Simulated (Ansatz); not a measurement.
`C[N](C)[Y]([F])[N](C)C`. Total charge 0; spin multiplicity 1. Correlated methods include outer-core shells of Y, which these sets cover unevenly. Y takes the def2 core potential.

Cartesian coordinates in Å:
```
C -0.1707 -2.4122 0.4815
N -0.7437 -1.2744 1.1510
C -1.5359 -1.6858 2.2846
Y -0.5507 0.8080 0.6709
F -1.4823 2.1806 1.8201
N 0.6216 1.4550 -1.0056
C 1.3575 0.6495 -1.9443
C 0.7508 2.8584 -1.3147
H 0.4323 -2.1032 -0.3796
H 0.4873 -2.9986 1.1435
H -0.9397 -3.1067 0.1057
H -1.9737 -0.8199 2.7972
H -0.9422 -2.2368 3.0320
H -2.3703 -2.3449 1.9947
H 1.0061 0.7887 -2.9797
H 1.2606 -0.4172 -1.7126
H 2.4344 0.8843 -1.9424
H 0.1902 3.4742 -0.6004
H 1.7984 3.1990 -1.2821
H 0.3698 3.1020 -2.3197
```

(1) Give the diagnostics of a CCSD(T)/def2-TZVPP run (frozen core, Ansatz 0.2.0). (Estimate.)

## Answers

(1) Computed: T1 = 0.0132, largest single amplitude 0.036, largest double 0.019, (T) share of the correlation energy 3.7 %, 11 CCSD cycles. The RHF solution is stable towards an unrestricted one. T1 lies under the customary mark of 0.02 for closed shells.
